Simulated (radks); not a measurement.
Task: Calculated with a radial shooting solver on a logarithmic mesh with Libxc functionals: scalar-relativistic Kohn-Sham, PBE, spin-polarised, spherical densities, finite nucleus; open shells are filled with parallel spins first; Fermi nuclear charge, rms radius of each element as measured or else 0.836 A^(1/3) + 0.57 fm. Each species is in its NIST ground configuration. Rank Co, Cr, Ni, Mn, Ti, Fe, Cu, Sc, V, Zn by radius at which the density is 0.001 e/bohr^3 (bohr), largest first.

Result: Sc 4.96, Ti 4.84, V 4.73, Mn 4.56, Fe 4.47, Cr 4.40, Co 4.39, Ni 4.31, Zn 4.19, Cu 4.09.
